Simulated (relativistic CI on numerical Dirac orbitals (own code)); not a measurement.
Hyperfine structure of Ni XXIV, mass number 61

Computed by Dirac-Coulomb-Breit CI, KLI orbitals optimised for each configuration, model QED (radiative potential, 1s self-energy scaled to tabulated hydrogen-like ionisation energies), unscaled Slater integrals (own radial code, finite nucleus).

Configuration list (outside the closed core 1s2): 2s²2p, 2s2p², 2p³, 2p²3s, 2p²3p, 2p²3d, 2s²3s, 2s²3p, 2s²3d, 2s2p3s, 2s2p3p, 2s2p3d, 2s²4s, 2s²4p, 2s²4d, 2s²4f. Levels of other configurations are missing.

Nuclear spin I = 3/2, μ = -0.74965 μN, Q = 0.162 b (tables of Stone and Pyykkö). The electronic factors are computed for point nuclear moments, without core polarisation or the Bohr-Weisskopf and QED corrections.

```csv
Level,E (cm⁻¹),A (GHz),B (GHz)
2s²2p ²P°1/2,0,-101,
2s²2p ²P°3/2,163723,-19.36,11.2
2s2p² ⁴P1/2,454042,-203.9,
2s2p² ⁴P3/2,535644,-82.33,9.11
2s2p² ⁴P5/2,605404,-87.03,-8.88
2s2p² ²D3/2,848306,11.61,14.3
2s2p² ²D5/2,887673,-89.1,20.2
2s2p² ²P1/2,964105,-75.94,
```

Levels with J = 0, under 50 % of one LS term, or S terms without an open s electron are left out. Small factors come from cancelling terms and can be off by tens of per cent or more.

At this charge energies of transitions that change n are usually good to better than 1 %, and those within a shell (Δn = 0) to a few per cent.

(1) Give the hyperfine levels of 2s²2p ²P°1/2 relative to its centre of gravity.

## Answers

(1) With K = F(F + 1) − I(I + 1) − J(J + 1), E = AK/2: F = 1: 126.3, F = 2: -75.78 GHz.

LS names give the leading component of a level, which can be under half, so a name can repeat, a term be missing and a line seem to break the LS rules.
